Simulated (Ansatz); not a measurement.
Job for Ansatz (a first-principles code): R-wB97X-V/def2-TZVPP on FHPbS (SMILES [F][Pb][SH]), a point of a torsion scan. Elements past Kr take the def2 small-core potentials; no spin–orbit coupling.

Ansatz 0.2 input:
```yaml
crystal:
  periodic: [false, false, false]
  atoms:
    - {symbol: F, position_ang: [1.73677797, -0.88631911, -0.16286417]}
    - {symbol: Pb, position_ang: [0.99493368, 1.02768341, -0.61831878]}
    - {symbol: S, position_ang: [-1.42544753, 0.39864846, -0.50136057]}
    - {symbol: H, position_ang: [-1.26757303, -0.87644218, -0.20207245]}
basis:
  gaussian:
    orbitals: def2-TZVPP
hamiltonian:
  xc: {name: wB97X-V}
scf: {lower_state_search: off}
```

The head of its log:

```
WARN ansatz: RAYON_NUM_THREADS=1 ignored (pool sized by the plan → 1); use --threads N
Functional definition: wB97X-V
these checks for a lower state are left out or cut short: stability, starts, cluster_reference, orbital_swaps, neighbouring_geometries, increment
integrals: 0.08 GiB planned
923 factors; their error is unknown
integrals: 0.11 GiB planned
224 factors; integrals over basis functions are off by at most 2.3e-5 eV
mean field: 0.64 GiB planned
mean field evaluation 1: about -18813.1330 eV, gradient 4.5e1 eV
mean field evaluation 2: about -18808.5334 eV, gradient 7.7e1 eV
```

Question: Predict the final total energy.

Answer: -691.5164 hartree.
